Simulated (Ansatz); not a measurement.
`CB(N)[SiH2][SiH3]` and `[CH3][Al]([NH2])[SiH2][SiH3]` differ in one element.

Ansatz, PBE0-D4/def2-TZVP geometries, multiplicity 1. Each molecule was computed in one conformer, which needn't be the lowest.

| property | `CB(N)[SiH2][SiH3]` |
| --- | --- |
| HOMO energy (ωB97M-V/def2-TZVPP) / eV | -9.51 |
| LUMO energy (B3LYP/def2-TZVPP) / eV | -0.55 |
| size of the dipole moment (ωB97M-V/def2-TZVPP) / D | 2.53 |
| HOMO energy (PBE/def2-TZVPP) / eV | -6.34 |
| LUMO energy (PBE/def2-TZVPP) / eV | -1.28 |
| size of the dipole moment (PBE/def2-TZVPP) / D | 2.56 |

Give the same properties after the change, and the shifts. (Estimate.)

Ansatz gave: 
```
                                          property  `[CH3][Al]([NH2])[SiH2][SiH3]`  shift
             HOMO energy (ωB97M-V/def2-TZVPP) / eV                           -9.12   0.39
               LUMO energy (B3LYP/def2-TZVPP) / eV                           -1.09  -0.54
size of the dipole moment (ωB97M-V/def2-TZVPP) / D                            1.88  -0.65
                 HOMO energy (PBE/def2-TZVPP) / eV                           -6.10   0.24
                 LUMO energy (PBE/def2-TZVPP) / eV                           -1.66  -0.38
    size of the dipole moment (PBE/def2-TZVPP) / D                            1.90  -0.66
```

With PBE0 the HOMO rises by 0.31 eV and the LUMO falls by 0.54 eV, so the gap narrows by about 0.85 eV. PBE moves the HOMO by 0.24 eV and ωB97M-V by 0.39 eV. Dipoles are sizes alone; their direction can turn.

B3LYP here is the variant with VWN-RPA as its local correlation; programs differ in this.
